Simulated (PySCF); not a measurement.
Species: C2H13FSi5.
SMILES with atom numbers: `[CH3:1][Si@@H:2]1[SiH2:3][SiH2:4][SiH2:5][Si@@H:6]1[CH2:7][F:8]`

NICS is the negative of the GIAO shielding at a point without a nucleus: at the ring centre (0) and 1 Å above and below it (1); zz is the component along the ring normal. Level: GIAO PBE0/pcSseg-1 (PySCF, non-relativistic, gas phase) on the GFN2-xTB geometry, one conformer.

Ring bond lengths (Å), with Mayer bond orders in brackets: Si2–Si3 2.350 (0.85), Si3–Si4 2.338 (0.86), Si4–Si5 2.339 (0.84), Si5–Si6 2.342 (0.89), Si6–Si2 2.356 (0.86).

Problem. What do the NICS probes read (ppm)?

Solution. 
| ring | type | NICS(0) | NICS(1), two faces | NICS(1)zz, two faces | rms pucker (Å) | centre to ring atoms, mean (Å) |
| --- | --- | --- | --- | --- | --- | --- |
| Si2–Si3–Si4–Si5–Si6 | 5-membered ring with 5 Si; formal bonds all single | -2.0 | -2.5 / -2.1 | 1.4 / 0.2 | 0.15 | 1.99 |

Problem. What can be read from them?

Solution. 
- Si2–Si3–Si4–Si5–Si6: mean NICS(1)zz 0.8 ppm, near zero. Si2, Si3, Si4, Si5, Si6 have four or more neighbours, so the value isn't read as a sign of a π ring current.

Problem. What field does 9.4 T along the ring normal induce along that normal at the first NICS(1) probe listed for ring Si2–Si3–Si4–Si5–Si6, 1 Å off the ring?

Solution. NICSzz × B0 = 1.4 ppm × 9.4 T = 13 μT, along the applied field.

Problem. How shielded are the nuclei of the rings and their hydrogens (means over atoms taken as equivalent)?

Solution. 
| atoms | environment | σ isotropic (ppm) | principal values of the symmetric part, first atom (ppm) |
| --- | --- | --- | --- |
| Si2 | SiH silicon | 425.1 | 380.2, 425.1, 470.1 |
| Si3 | SiH2 silicon | 466.4 | 445.9, 457.0, 496.3 |
| Si4 | SiH2 silicon | 469.4 | 447.2, 464.8, 496.1 |
| Si5 | SiH2 silicon | 466.1 | 437.8, 471.4, 488.9 |
| Si6 | SiH silicon | 416.5 | 378.9, 430.9, 439.7 |
| H on Si2 | Si–H hydrogen | 27.53 | 24.0, 25.2, 33.3 |
| H on Si3 | Si–H hydrogen | 28.11 | 23.8, 25.5, 35.0 |
| H on Si3 | Si–H hydrogen | 28.29 | 24.5, 26.0, 34.4 |
| H on Si4 | Si–H hydrogen | 28.12 | 23.7, 25.4, 35.3 |
| H on Si4 | Si–H hydrogen | 28.09 | 24.5, 25.2, 34.6 |
| H on Si5 | Si–H hydrogen | 28.07 | 24.2, 25.2, 34.8 |
| H on Si5 | Si–H hydrogen | 28.23 | 24.5, 25.3, 34.9 |
| H on Si6 | Si–H hydrogen | 27.65 | 24.1, 24.8, 34.1 |

The run took 2.4 min of wall time on Intel Xeon at 2.50 GHz, one thread, no GPU, shared host with 64 logical CPUs at a one-minute load of 63, and the process peaked at 1.0 GiB of memory. This is the whole shielding run at PBE0/pcSseg-1, SCF included.
